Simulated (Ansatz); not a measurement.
System: SiCl2, charge 0, singlet. SiCl2 (SMILES Cl[Si]Cl).
B3LYP-D3(BJ)/def2-TZVP minimum from Ansatz (a first-principles code):
```
Si
Cl 1 2.0938
Cl 1 2.0938 2 101.66
```
Charge 0, spin multiplicity 1.

Total energies in cc-pV(T+d)Z, 18 correlated electrons, 15 frozen orbitals. UHF or UKS for unpaired electrons; spin-orbit terms are left out. Correlated methods leave the cores frozen. No relativity. The restricted determinant of Cl2Si (Cl[Si]Cl, singlet) is unstable towards broken spin symmetry in at least one set run.

```json
[
 {"method": "HF", "program": "Ansatz", "energy (Eh)": "-1208.05841", "minus CCSDT(Q) (mEh)": "538.53"},
 {"method": "MP2", "program": "Ansatz", "energy (Eh)": "-1208.53033", "minus CCSDT(Q) (mEh)": "66.61"},
 {"method": "CCSD", "program": "Ansatz", "energy (Eh)": "-1208.57024", "minus CCSDT(Q) (mEh)": "26.69"},
 {"method": "CCSD(T)", "program": "Ansatz", "energy (Eh)": "-1208.59429", "minus CCSDT(Q) (mEh)": "2.65"},
 {"method": "CCSDT(Q)", "program": "Ansatz", "energy (Eh)": "-1208.59693", "minus CCSDT(Q) (mEh)": "0.00"}
]
```

Rough core times of Ansatz's runs on a shared machine: CCSD(T) under 20 s, CCSDT(Q) 10 min.
